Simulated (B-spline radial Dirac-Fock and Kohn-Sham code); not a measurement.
# Er⁺: non-radiative channels of the 3p1/2 vacancy

System: Er⁺ in the configuration [Xe] 4f12 6s1, inside a Watson sphere of charge -1 and radius 1.6 Å (a model of the Madelung potential; inside it an electron's potential energy is raised by 9.0 eV).

These are calculated numbers from a radial finite-basis atomic code; the model is independent-particle radiative and Coulomb Auger rates from relativistic LDA hole-state orbitals, with Dirac-Fock energies. Kinetic energies are configuration averages from the vacuum level; the two-hole energies are estimated from single-hole states.

```
transition  kinetic energy (eV)  width (meV)  share (%)
   M2-M4N1                75.10          744        7.5
   M2-M4N2                162.2          733        7.4
   M2-M3N6                168.1          302        3.1
   M2-M3N7                169.6          318        3.2
   M2-M5N2                203.0          834        8.4
   M2-M4N3                206.0          906        9.2
   M2-M4N4                350.3          301        3.0
   M2-M4N5                357.3          351        3.6
   M2-M4N6                531.6         1420       14.4
   M2-M4N7                532.5         2170       21.9
```

Coster-Kronig rates are the weakest part of this model and often come out 1.5 to 2.5 times too large. The listed channels hold 82 % of the non-radiative rate. Summed by principal shells, of 9.87 eV in all: MMN 85.3 %, MNN 8.1 %, MMO 5.5 %, MNO 1.0 %.
